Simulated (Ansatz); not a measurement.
Kohn–Sham single points on `[F][GeH]1[CH2]C[CH2]1`.

```yaml
crystal:
  periodic: [false, false, false]
  atoms:
    - {symbol: F, position_ang: [-1.662077, 1.992134, 0.929411]}
    - {symbol: Ge, position_ang: [-0.181330, 1.076454, 0.779025]}
    - {symbol: C, position_ang: [-0.396210, -0.874170, 0.776275]}
    - {symbol: C, position_ang: [0.445468, -0.893470, -0.526105]}
    - {symbol: C, position_ang: [0.304792, 0.559181, -1.050530]}
    - {symbol: H, position_ang: [0.815837, 1.782508, 1.715549]}
    - {symbol: H, position_ang: [-1.444468, -1.116564, 0.588029]}
    - {symbol: H, position_ang: [-0.033377, -1.488207, 1.598668]}
    - {symbol: H, position_ang: [0.129130, -1.654286, -1.244434]}
    - {symbol: H, position_ang: [1.491851, -1.097510, -0.284688]}
    - {symbol: H, position_ang: [1.174829, 0.982118, -1.549705]}
    - {symbol: H, position_ang: [-0.567445, 0.676610, -1.697397]}
basis:
  gaussian: {orbitals: def2-TZVPP}
hamiltonian: {xc: {name: B2PLYP}}
```

```sh
$ ansatz run in.yaml --threads 4 --pin off --events-out ev --progress --plain --max-ram 10444MiB
```

Shortened log:

```
Functional definition: B2PLYP
1628 factors; integrals over basis functions are off by at most 1.0e-3 eV
mean field evaluation 1: about -62431.8498 eV, gradient 6.1e1 eV
mean field evaluation 2: about -62431.9638 eV, gradient 6.1e1 eV
mean field evaluation 4: about -62439.6807 eV, gradient 4.1e0 eV
mean field evaluation 8: about -62439.7141 eV, gradient 7.5e-1 eV
mean field evaluation 16: about -62439.7150 eV, gradient 2.0e-4 eV
mean field -62439.71497508 eV, -2294.6172021753 hartree, gradient 8.4e-6 eV, S^2 0.000000; 0 other end points of the search recorded, 0 dependent functions left out
13 core orbitals not correlated: weight in the atoms' cores, before any rotation towards them, 1.000 or more for the frozen orbitals, at most 0.000 for the correlated occupied ones
reference -62439.71515117 eV, -2294.6172086466 hartree; 20, 20 occupied and 237, 237 virtual orbitals, 1628 factors
second order -33.55317898 eV of doubles, -0.00000000 eV of singles
Total energy: -62448.77450950 eV, -2294.9501339244 hartree
```

Run time 7.5 s (4 threads of an Arm Neoverse V1 on a shared host); peak host memory 0.81 GiB.

With the line `hamiltonian: {xc: pbe0, dispersion: d4}` (abridged; 4 s):

```
Functional definition: PBE0
mean field evaluation 16: about -62449.6543 eV, gradient 6.4e-5 eV
mean field -62449.65427117 eV, -2294.9824645695 hartree, gradient 6.4e-5 eV, S^2 0.000000
Total energy: -62449.86088266 eV, -2294.9900574016 hartree
```

The same input with `hamiltonian: {xc: pbe, dispersion: d4}` and forces (abridged; 3.2 s):

```
Functional definition: PBE
mean field evaluation 16: about -62447.5964 eV, gradient 1.2e-2 eV
mean field -62447.59636740 eV, -2294.9068380007 hartree, gradient 1.9e-5 eV, S^2 0.000000
Total energy: -62447.84274640 eV, -2294.9158922621 hartree
Atom 0 force    -0.554589     0.347775     0.059994 eV/Å
Atom 1 force     0.348847    -0.048356     0.095843 eV/Å
Atom 2 force    -0.015266    -0.145877     0.044494 eV/Å
Atom 3 force     0.016668    -0.019305    -0.008827 eV/Å
Atom 4 force     0.056520     0.000753    -0.142321 eV/Å
Atom 5 force     0.143246     0.089649     0.125389 eV/Å
Atom 6 force    -0.203749    -0.041305    -0.020775 eV/Å
Atom 7 force     0.062450    -0.115196     0.175546 eV/Å
Atom 8 force    -0.061447    -0.159591    -0.148842 eV/Å
Atom 9 force     0.204288    -0.047416     0.041245 eV/Å
Atom 10 force     0.167811     0.100301    -0.099013 eV/Å
Atom 11 force    -0.164780     0.038569    -0.122732 eV/Å
Dipole moment:     0.344290    -0.318482    -0.117804 e Å
```
